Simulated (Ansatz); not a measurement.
# Ansatz input wanted

BClF2 has 4 atoms, charge 0, and is taken as a singlet.

```
atom   x (Å)    y (Å)    z (Å)
   F  0.5120  -1.1861  -4.6097
   B  1.6756  -1.7272  -4.3445
   F  2.5126  -1.9478  -5.3282
  Cl  2.1026  -2.1467  -2.7110
```

Settings wanted:

- basis set: def2-TZVPD
- core potential: none
- integral approximation: none
- task: energy
- method: MP2
- reference: RHF
- accuracy: medium
- frozen core orbitals: 8

Write the Ansatz 0.2.0 input and the command.

One that was run (others would do as well):

molecule.yaml:
```yaml
crystal:
  periodic: [false, false, false]
  atoms:
    - symbol: F
      position_ang: [0.511970, -1.186060, -4.609680]
    - symbol: B
      position_ang: [1.675620, -1.727240, -4.344500]
    - symbol: F
      position_ang: [2.512600, -1.947830, -5.328170]
    - symbol: Cl
      position_ang: [2.102560, -2.146650, -2.711000]
basis:
  gaussian:
    orbitals: def2-TZVPD
correlation:
  method: mp2
  frozen_orbitals: {B: 1, Cl: 5, F: 1}
```

```bash
$ ansatz run molecule.yaml --threads 1 --pin off --max-ram 2610MiB --events-out events.jsonl --progress --plain --runs-dir runs
```

Calculated total energy: -684.12264 Eh.
